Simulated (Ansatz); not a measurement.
Cartesian coordinates in Å:
```
N 1.8433 -0.5039 -0.1629
C 0.5367 -0.1522 -0.0569
C -0.1190 1.0210 -0.2848
Ge -1.7119 0.0825 0.1241
O -0.3058 -1.1516 0.2997
H 2.1101 -1.3425 0.3247
H 2.5212 0.2372 -0.1699
H 0.2573 1.9823 -0.5878
H -2.4403 0.2328 1.4716
H -2.6915 -0.4056 -0.9579
```

Charge 0, multiplicity 1.

(1) List the PBE0/def2-TZVPP orbital energies in eV (Ansatz 0.2.0). (Best estimate.)

Results:

(1) Computed: Occupied: -10860.28, -1358.49, -1208.34, -1208.29, -1208.27, -522.57, -391.82, -280.72, -277.33, -171.26, -121.15, -121.00, -120.98, -34.05, -33.91, -33.89, -33.79, -33.79, -28.99, -25.43, -20.22, -16.84, -14.85, -14.28, -13.77, -11.96, -11.67, -9.73, -9.45, -8.72, -8.22, -5.84. Lowest empty: -0.23, 0.88, 1.24, 1.50, 2.21, 2.56, 3.32, 3.62.
